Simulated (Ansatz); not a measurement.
Geometry optimisation, RKS BHLYP-D4/def2-SVP in Ansatz.

Input:

```yaml
crystal:
  periodic: [false, false, false]
  atoms:
    - { symbol: "N", position_ang: [-1.5324, 0.2389, 2.0534] }
    - { symbol: C, position_ang: [-0.69, -0.2015, 1.2461] }
    - { symbol: Si, position_ang: [0.3905, -1.443, 0.8822] }
    - { symbol: "N", position_ang: [0.2072, -0.0622, -0.0612] }
    - { symbol: Ge, position_ang: [0.4647, 0.8469, -1.6565] }
    - { symbol: H, position_ang: [-2.0506, 1.2023, 1.8094] }
    - { symbol: H, position_ang: [1.7409, -1.3504, 1.5977] }
    - { symbol: H, position_ang: [-0.1221, -2.6355, 0.2883] }
    - { symbol: H, position_ang: [-0.1519, 2.2889, -1.4997] }
    - { symbol: H, position_ang: [1.995, 0.9695, -1.8346] }
    - { symbol: H, position_ang: [-0.1859, 0.089, -2.8045] }
basis:
  gaussian: { orbitals: def2-SVP }
hamiltonian:
  xc: { name: BHLYP }
  dispersion: d4
relax:
  f_tol: 0.02
  max_steps: 50
```

Command:

```bash
$ ansatz run input.yaml --threads 2 --pin off --max-ram 3072MiB --backend cpu --events-out ev --progress --plain --runs-dir out
```

**Question.** Where does it end, and by what steps?

**Answer.** The run converged. The force dipped under the threshold on the way, but the program's further checks kept it going. After 21 steps the energy has fallen by 1.522 eV; H11 moved furthest, 1.15 Å.

```tsv
step	energy less start (eV)	largest force component (eV/Å)	accepted
0	0.0000	4.166	yes
1	-0.9846	1.882	yes
2	-1.3832	0.921	yes
3	-1.4609	0.303	yes
4	-1.4849	0.211	yes
5	-1.5025	0.270	yes
6	-1.5048	0.372	yes
7	-1.5099	0.257	yes
8	-1.5112	0.391	yes
9	-1.5143	0.054	yes
10	-1.5155	0.080	yes
11	-1.5165	0.097	yes
12	-1.5174	0.087	yes
13	-1.5186	0.094	yes
14	-1.5196	0.065	yes
15	-1.5203	0.069	yes
16	-1.5209	0.071	yes
17	-1.5217	0.043	yes
18	-1.5221	0.032	yes
19	-1.5223	0.019	yes
20	-1.5223	0.021	yes
21	-1.5224	0.014	yes
```

```xyz
11
Properties=species:S:1:pos:R:3
N -1.759 0.326 1.473
C -0.733 -0.262 1.060
Si 0.603 -1.506 1.050
N 0.172 -0.168 0.015
Ge 0.347 0.961 -1.431
H -2.015 1.108 0.871
H 1.820 -1.390 1.874
H 0.428 -2.876 0.535
H 0.500 2.400 -0.933
H 1.598 0.502 -2.177
H -0.895 0.847 -2.318
```

The run took 100 s on 2 threads of Arm Neoverse V1 (shared host), peak memory 0.32 GiB.
